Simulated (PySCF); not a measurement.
C₂H₈AlN, SMILES C[N](C)[AlH2].

Geometry: PBE0-D3(BJ)/def2-SVP. The structure was generated by enumeration; whether it is a known compound was not checked.

All values below come from TDDFT-PBE/def2-SVPD in PySCF 2.14.0.

Vertical excitations.  State labels are in the subgroup C2v.

| state | symmetry | energy (eV) | λ (nm) | f | main pairs |
|---|---|---|---|---|---|
| S1 | A1 | 4.38 | 283 | 0.143 | HOMO→LUMO 98 % |
| S2 | B1 | 5.10 | 243 | 0.001 | HOMO→LUMO+1 99 % |
| S3 | B1 | 5.61 | 221 | 0.029 | HOMO→LUMO+2 89 % |
| S4 | A2 | 5.63 | 220 | 0.000 | HOMO−1→LUMO 100 % |
| S5 | B1 | 5.77 | 215 | 0.002 | HOMO→LUMO+3 90 % |
| S6 | A2 | 6.19 | 200 | 0.000 | HOMO→LUMO+4 100 % |
| S7 | B1 | 6.29 | 197 | 0.034 | HOMO→LUMO+5 89 % |
| S8 | B1 | 6.34 | 196 | 0.034 | HOMO−2→LUMO 88 % |
| S9 | B2 | 6.86 | 181 | 0.022 | HOMO−1→LUMO+1 97 % |
| S10 | B2 | 6.89 | 180 | 0.013 | HOMO→LUMO+6 97 % |
| T1 | A1 | 3.37 | 368 | 0 | HOMO→LUMO 99 % |
| T2 | B1 | 4.90 | 253 | 0 | HOMO→LUMO+1 93 % |
| T3 | A2 | 5.18 | 240 | 0 | HOMO−1→LUMO 99 % |
| T4 | B1 | 5.36 | 231 | 0 | HOMO→LUMO+2 90 % |
Triplets are in the Tamm–Dancoff approximation, which puts them higher than full response would, so one can lie above its singlet here.
